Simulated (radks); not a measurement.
Neutral indium inside a hard spherical wall (all orbitals vanish at R), configuration held at [Kr] 4d10 5s2 5p1 and not refilled when levels cross. Calculated with a radial shooting solver on a logarithmic mesh with Libxc functionals: scalar-relativistic Kohn-Sham, PBE, spin-unpolarised, spherical densities, finite nucleus; Fermi nuclear charge, rms radius 4.6156 fm. Eigenvalues in eV, with the zero of energy where the potential of the charges vanishes at infinity; a dash marks a level that is unbound or too diffuse for the functional's potential to be trusted. A positive occupied level is held by the wall or, in an anion where self-interaction has pushed it up, behind a barrier. The pressure on the wall is -dE/dV.

[
 {"R (bohr)": "free", "E (hartree)": "-5881.49410", "kinetic (hartree)": "6130.001", "e(4p)": "-78.131", "e(4d)": "-18.624", "e(5s)": "-8.211", "e(5p)": "-2.519", "e(6s, empty)": "-", "e(5d, empty)": "-", "pressure (GPa)": "0"},
 {"R (bohr)": "20", "E (hartree)": "-5881.49410", "kinetic (hartree)": "6130.001", "e(4p)": "-78.131", "e(4d)": "-18.624", "e(5s)": "-8.211", "e(5p)": "-2.519", "e(6s, empty)": "-0.366", "e(5d, empty)": "0.584", "pressure (GPa)": "< 0.0001"},
 {"R (bohr)": "8", "E (hartree)": "-5881.48669", "kinetic (hartree)": "6130.045", "e(4p)": "-77.714", "e(4d)": "-18.211", "e(5s)": "-7.883", "e(5p)": "-2.086", "e(6s, empty)": "2.827", "e(5d, empty)": "3.497", "pressure (GPa)": "0.239"},
 {"R (bohr)": "7", "E (hartree)": "-5881.47572", "kinetic (hartree)": "6130.101", "e(4p)": "-77.352", "e(4d)": "-17.855", "e(5s)": "-7.596", "e(5p)": "-1.650", "e(6s, empty)": "5.037", "e(5d, empty)": "4.878", "pressure (GPa)": "0.824"},
 {"R (bohr)": "6", "E (hartree)": "-5881.44522", "kinetic (hartree)": "6130.249", "e(4p)": "-76.634", "e(4d)": "-17.155", "e(5s)": "-6.989", "e(5p)": "-0.705", "e(6s, empty)": "9.246", "e(5d, empty)": "7.289", "pressure (GPa)": "3.24"},
 {"R (bohr)": "5", "E (hartree)": "-5881.35131", "kinetic (hartree)": "6130.665", "e(4p)": "-75.156", "e(4d)": "-15.730", "e(5s)": "-5.543", "e(5p)": "1.495", "e(6s, empty)": "17.939", "e(5d, empty)": "11.970", "pressure (GPa)": "15.1"},
 {"R (bohr)": "4", "E (hartree)": "-5881.01684", "kinetic (hartree)": "6132.019", "e(4p)": "-71.863", "e(4d)": "-12.605", "e(5s)": "-1.518", "e(5p)": "7.246", "e(6s, empty)": "38.139", "e(5d, empty)": "22.410", "pressure (GPa)": "90.8"},
 {"R (bohr)": "3.5", "E (hartree)": "-5880.54999", "kinetic (hartree)": "6133.831", "e(4p)": "-68.592", "e(4d)": "-9.510", "e(5s)": "3.255", "e(5p)": "13.676", "e(6s, empty)": "58.672", "e(5d, empty)": "32.833", "pressure (GPa)": "259"},
 {"R (bohr)": "2.5", "E (hartree)": "-5876.61789", "kinetic (hartree)": "6148.453", "e(4p)": "-51.814", "e(4d)": "7.257", "e(5s)": "35.331", "e(5p)": "53.376", "e(6s, empty)": "166.50", "e(5d, empty)": "87.157", "pressure (GPa)": "3470"},
 {"R (bohr)": "2", "E (hartree)": "-5867.62932", "kinetic (hartree)": "6180.308", "e(4p)": "-27.804", "e(4d)": "33.645", "e(5s)": "95.074", "e(5p)": "121.61", "e(6s, empty)": "324.40", "e(5d, empty)": "167.09", "pressure (GPa)": "18700"},
 {"R (bohr)": "1.5", "E (hartree)": "-5831.47342", "kinetic (hartree)": "6296.020", "e(4p)": "39.683", "e(4d)": "110.86", "e(5s)": "287.28", "e(5p)": "326.28", "e(6s, empty)": "744.74", "e(5d, empty)": "381.76", "pressure (GPa)": "149000"}
]
